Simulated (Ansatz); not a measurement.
`[AlH2][NH][SiH2]Cl` + SiH₄ → `[AlH2][NH][SiH2][SiH3]` + HCl  (formal exchange of groups at the Si–Cl bond)

Program: Ansatz. Geometries: PBE0-D4/def2-TZVP. ΔE: electronic, gas phase. CCSD(T)/CBS is the MP2 limit (def2-TZVPP, def2-QZVPP) plus CCSD(T) − MP2 in def2-TZVPP, frozen cores. This one scheme is used for every species. One conformer a species, not always the lowest.

`[AlH2][NH][SiH2]Cl`:

Z-matrix (Å, degrees):
```
Si
N 1 1.708
Cl 1 2.066 2 112.4
H 1 1.481 2 111.9 3 118.1
H 1 1.479 2 108.2 3 -118.0
Al 2 1.790 1 128.6 3 103.5
H 2 1.013 1 114.8 3 -72.5
H 6 1.579 2 117.4 1 2.6
H 6 1.581 2 117.3 1 -178.1
```

SiH₄:

Z-matrix (Å, degrees):
```
Si
H 1 1.485
H 1 1.485 2 109.5
H 1 1.485 2 109.5 3 -120.0
H 1 1.485 2 109.5 3 120.0
```

`[AlH2][NH][SiH2][SiH3]`:

```xyz
12

Al   -0.859    2.499    0.036
N    -0.245    0.963    0.701
Si   -0.627   -0.662    0.240
Si    1.270   -1.831   -0.493
H    -1.926    2.427   -1.127
H    -0.291    3.840    0.656
H     0.440    1.038    1.443
H    -1.624   -0.580   -0.862
H    -1.245   -1.432    1.361
H     0.945   -3.249   -0.811
H     2.318   -1.821    0.567
H     1.844   -1.191   -1.710
```

HCl:

```xyz
2

Cl   -0.429   -0.264   -0.394
H     0.429    0.264    0.394
```

| species | MP2/def2-TZVPP energy (Eh) |
| --- | --- |
| `[AlH2][NH][SiH2]Cl` | -1048.48717 |
| SiH₄ | -291.40196 |
| `[AlH2][NH][SiH2][SiH3]` | -879.53927 |
| HCl | -460.30264 |

(1) Work out ΔE.

Largest T1 diagnostic among the species: 0.013.

## Answers

(1) ΔE = (-879.53927) + (-460.30264) − (-1048.48717) − (-291.40196) = 0.04722 Eh = +29.6 kcal/mol. CCSD(T)/CBS gives +27.8 kcal/mol.

From PBE to PBE0 (25 % exact exchange), in def2-TZVPP and without D4, ΔE moves by +1.4 kcal/mol. In def2-TZVPP, CCSD(T) changes the Hartree–Fock value by −5.3 kcal/mol (the triples alone add −0.5 kcal/mol) and MP2 by −2.8 kcal/mol.
